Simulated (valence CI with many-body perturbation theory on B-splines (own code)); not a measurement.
Er⁶³⁺: one-electron terms

Calculated by relativistic CI+MBPT: three valence electrons over a frozen Dirac-Fock core [He], radial functions for each j: 11 s, 11 p, 9 d, 7 f, 5 g, 2 h, 1 i, with the one-electron correlation potential Σ1, the two-electron term Σ2, the three-electron term Σ3, Breit, model QED; selected CI, second order for the rest (own B-spline code, finite nucleus).

No measured spectrum was set against this ion. As an estimate, large intervals hold to a few tenths of a per cent, small ones and those within an open d or f shell to about a per cent.

These are the spectroscopic orbitals of the CI (the correlating ones are not listed), shaped by the core and the other valence electrons. h is the expectation value of the core's Dirac-Fock operator, without the valence repulsion; Σ1 is computed up to l = 3 at one energy for each symmetry, that of its lowest orbital but kept below the first core excitation, so for empty shells it is not the orbital's own correlation shift; Breit and QED include the response of the core.

```
Orbital  h (hartree)  Σ1 (cm⁻¹)  Breit (cm⁻¹)  QED (cm⁻¹)  ⟨r⟩ (bohr)
  2s1/2      -598.99      -1521         95785      114480     0.08237
  3s1/2      -260.45       -384         26671       33244      0.1916
  4s1/2      -144.32       -151         10587       13625      0.3485
  5s1/2      -91.431      -75.1          5293        6860      0.5517
  2p1/2       -592.7      -4144        192552        3326     0.06803
  3p1/2       -258.7       -952         51489         511      0.1783
  4p1/2      -143.61       -368         20431         180      0.3358
  5p1/2      -91.073       -181         10178        85.3      0.5399
  2p3/2      -554.45      -2682         66450       14752     0.07457
  3p3/2      -247.32       -619         18448        3904      0.1876
  4p3/2      -138.84       -240          8819        1584      0.3481
  5p3/2      -88.647       -119          4446         797      0.5551
  3d3/2      -246.73       -292          1932        -256      0.1580
  4d3/2      -138.59       -126          1063       -47.7      0.3190
  5d3/2      -88.519      -65.2           529       -12.4      0.5266
  3d5/2      -243.48       -251           629        1258      0.1611
  4d5/2      -137.21       -107           346         587      0.3229
  5d5/2      -87.813      -55.4           164         312      0.5313
  4f5/2      -137.17      -23.7          11.8        -168      0.2772
  5f5/2      -87.793      -13.5           9.8       -81.5      0.4860
  4f7/2       -136.5      -22.3           3.5         155      0.2793
  5f7/2      -87.451      -12.6           2.9        84.2      0.4884
  5g7/2      -87.445                      0.1       -54.5      0.4263
  5g9/2      -87.242                      0.0        43.7      0.4279
```

Among the shells of the start configuration 2s2 2p1, Σ1 is largest in size for 2p1/2, where it is 0.0032 % of h.

Lowest root of each symmetry, sizes in configuration state functions:

```tsv
J	Parity	Roots	Reference	Variational	Second order	Change by selected CI (cm⁻¹)	Change by second order (cm⁻¹)
1/2	even	16	50	9138	4357	-13524	0
3/2	even	19	70	14855	8074	-7577	-1
5/2	even	14	66	15849	12476	-10994	-1
7/2	even	5	41	10803	22674	-6376	-5
9/2	even	2	23	5355	10742	-12334	-3
1/2	odd	15	48	8791	5305	-12042	0
3/2	odd	21	72	15018	6756	-10773	-1
5/2	odd	13	62	15569	12722	-15857	-1
7/2	odd	6	43	11155	13830	-11371	-2
9/2	odd	2	20	5403	8229	-6595	-3
```
